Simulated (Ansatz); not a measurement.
Basis sets compared for tri-p-tolylsulfonium bromide (C₂₁H₂₁BrS). Total charge 0; singlet. Geometry PBE-D4/def2-SVP. Ansatz on 2 threads of AMD EPYC 7R13 on a shared host and a share (18 GiB) of an NVIDIA H100 80GB HBM3; times are rough, and most runs start from earlier orbitals.

```csv
atom,x (Å),y (Å),z (Å)
C1,-1.231,-2.647,4.890
C2,-1.132,-1.686,3.733
C3,-2.259,-0.947,3.307
C4,-2.168,-0.015,2.270
C5,-0.932,0.167,1.628
S6,-0.929,1.319,0.244
C7,-1.209,0.108,-1.143
C8,-1.400,0.698,-2.406
C9,-1.724,-0.102,-3.505
C10,-1.892,-1.499,-3.368
C11,-2.261,-2.347,-4.558
C12,-1.719,-2.062,-2.090
C13,-1.382,-1.272,-0.977
C14,0.820,1.684,-0.110
C15,1.631,0.758,-0.791
C16,2.961,1.093,-1.072
C17,3.497,2.344,-0.701
C18,4.937,2.685,-0.982
C19,2.650,3.256,-0.039
C20,1.320,2.940,0.266
C21,0.204,-0.550,2.018
C22,0.093,-1.467,3.074
H23,-0.488,-3.465,4.809
H24,-1.040,-2.124,5.852
H25,-2.241,-3.099,4.961
H26,-3.226,-1.091,3.813
H27,-3.037,0.591,1.976
H28,-1.285,1.788,-2.529
H29,-1.858,0.367,-4.493
H30,-3.264,-2.073,-4.948
H31,-1.544,-2.204,-5.393
H32,-2.281,-3.424,-4.303
H33,-1.848,-3.147,-1.956
H34,-1.248,-1.740,0.008
H35,1.230,-0.213,-1.114
H36,3.597,0.362,-1.596
H37,5.073,3.770,-1.157
H38,5.325,2.137,-1.863
H39,5.581,2.413,-0.117
H40,3.038,4.246,0.250
H41,0.662,3.628,0.829
H42,1.170,-0.391,1.519
H43,0.988,-2.024,3.394
Br44,-1.178,3.235,2.371
```

Single mean-field runs in def2-SVP, def2-TZVP are fitted with def2-universal-jkfit.

Binding counts from free atoms (C triplet, S triplet, H doublet, Br doublet) in the same basis, without a counterpoise term.

```tsv
level	functions	energy (Eh)	HOMO (eV)	LUMO (eV)	binding per atom (eV)	wall time
PBE-D4/def2-SVP	449	-3782.6295	-4.04	-2.05	5.06	4.3 s
PBE0-D4/def2-SVP	449	-3782.8347	-5.10	-1.28	4.96	6 s
```

Problem. Estimate the rows for PBE-D4/def2-TZVP (with forces), PBE0-D4/def2-TZVP.

Solution. 
```
                         level  functions  energy (Eh)  HOMO (eV)  LUMO (eV)  binding per atom (eV)  wall time
PBE-D4/def2-TZVP (with forces)        862   -3783.9393      -4.43      -2.21                   4.99      8.5 s
             PBE0-D4/def2-TZVP        862   -3784.1313      -5.45      -1.41                   4.89      7.5 s
```
